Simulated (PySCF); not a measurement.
A single-point calculation

[Dy(NH3)]3+ (singlet in the valence; each metal's 4f electrons, 9 of them, lie in its core potential, out of spins and levels). PySCF 2.14.0, RKS B3LYP, Dy lcecp-1-SVP with ECP55, N def2-SVP, H def2-SVP; non-relativistic Hamiltonian with scalar-relativistic core potentials where named; density fitting; no spin-orbit coupling. Purpose: all atoms moved at random, sigma 0.03 A.

```python
mol = gto.M(atom='''
Dy     0.00738     0.00137    -0.11975
N     -0.02096    -0.01399     2.20705
H      0.90830     0.03842     2.64447
H     -0.46486     0.82232     2.63101
H     -0.42985    -0.84813     2.64829''',
    basis={'Dy': 'lcecp-1-SVP', 'N': 'def2-SVP', 'H': 'def2-SVP'},
    ecp={'Dy': 'lcecp-1-SVP'},
    charge=3, spin=0)
mf = dft.RKS(mol, xc='B3LYP')
mf.grids.atom_grid = (50, 194)  # f atoms: unpruned, at least (60, 302)
mf = mf.density_fit()  # fitting sets: Dy AutoAux, N def2-universal-JKFIT, H def2-universal-JKFIT
mf.conv_tol = 1e-08; mf.max_cycle = 55
mf.kernel(dm0)  # dm0: converged density of the relaxed state
mf.nuc_grad_method().kernel()
```

Run from Python with OMP_NUM_THREADS=2; the lines above give its settings. Where DIIS fails, smearing, a level shift and second-order steps follow.
It took 1.2 s on 2 threads of Arm Neoverse V2 (shared host), from an already converged density.

(1) Where do the frontier levels lie, over both spins?

(2) What are the Mulliken charges and spins?

(3) What forces act on the atoms (eV/Å)?

(4) How does its energy compare with the relaxed singlet of charge +3 in vacuum?

An lcecp potential fixes the number of 4f electrons, so in runs with it no electron can move into or out of that shell.

Results:

(1) HOMO -27.60 eV, LUMO -20.84 eV. The 4f levels lie in the core potential and are missing.

(2) 
```
atom  charge (e)  spin (e)
 Dy1       2.453     0.000
  N2      -0.293     0.000
  H3       0.274     0.000
  H4       0.284     0.000
  H5       0.284     0.000
```
The spin of the 4f electrons in the core isn't counted.

(3) 
```
Dy  -0.03 -0.03 -0.11
N    0.29  0.48 -1.06
H    0.86 -0.11  0.33
H   -0.57  0.10  0.34
H   -0.55 -0.43  0.50
```
Forces carry noise of the integration grid, about 0.01 to 0.03 eV/Å.

(4) It lies 0.046 eV higher.
